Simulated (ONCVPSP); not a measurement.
# Which change was made? (Ga, ONCV)

* Element: gallium (Ga)
* Generator: ONCVPSP 4.0.1
* Type: optimised norm-conserving Vanderbilt (ONCV)
* Functional: PBE
* Relativity: fully relativistic
* Frozen core: [Ne]
* Valence charge: 21
* Reference configuration: 3s2 3p6 3d10 4s2 (charge +1)
* Partial waves: 3s+4s: rc 1.00 bohr, ncon 4, nbas 8, qcut 10.5 1/bohr, 2 projectors; 3p: rc 0.70 bohr, ncon 4, nbas 7, qcut 13.5 1/bohr, 3 projectors, debl 1.7 Ha; 3d: rc 1.35 bohr, ncon 3, nbas 8, qcut 10.2 1/bohr, 1 projector
* Local potential: polynomial inside 0.65 bohr (lpopt 5, dvloc0 6 Ha)
* Core correction: none

Open shells are filled in proportion to 2j + 1.

In the p channel the program set the typed energies aside and used -3.893, 0.250, 1.950 Ha (j = l + 1/2; the other j can differ).

Cutoffs, loose and tight: the cutoffs (Ha) at which the residual kinetic energy of the hardest occupied pseudo-wave falls to 1 and 0.1 mHa per electron. They do not see the model core or the augmentation charge, which bear on the density cutoff. Test errors are all-electron minus pseudo excitation energies from the reference, over the configurations 3s2 3p6 3d10 4s2 4p1; 3s2 3p6 3d10 4s1; 3s2 3p6 3d10 4s0; 3s2 3p6 3d9 4s0; variants that change the core or the reference have their own tests.

The base gives: outcome: generated, projector energies reset by the program; cutoff, loose: 85 Ha; cutoff, tight: 257 Ha; bound ghosts: none; GHOST(+) flags above zero: p3/2, p1/2; largest test error (meV): +13.

(1) After one change the result is: outcome: generated, projector energies reset by the program; cutoff, loose: 85 Ha; cutoff, tight: 257 Ha; bound ghosts: none; GHOST(+) flags above zero: p3/2, p1/2; largest test error (meV): +26. Which change was it?
A. all radii scaled by about 1.30 (s 1.30, p 0.90, d 1.76 bohr); local potential polynomial inside 0.84 bohr (lpopt 5, dvloc0 6 Ha)
B. d: rc 1.44
C. functional LDA (Perdew-Wang 92)

Results:

(1) B. The others give: functional LDA (Perdew-Wang 92) → outcome: generated, projector energies reset by the program; cutoff, loose: 85 Ha; cutoff, tight: 255 Ha; bound ghosts: none; GHOST(+) flags above zero: p3/2, p1/2; largest test error (meV): +38 | all radii scaled by about 1.30 (s 1.30, p 0.90, d 1.76 bohr); local potential polynomial inside 0.84 bohr (lpopt 5, dvloc0 6 Ha) → outcome: generated, projector energies reset by the program, misses its reference levels by 0.76 eV; cutoff, loose: 56 Ha; cutoff, tight: 66 Ha; bound ghosts: none; GHOST(+) flags above zero: none; largest test error (meV): +80.
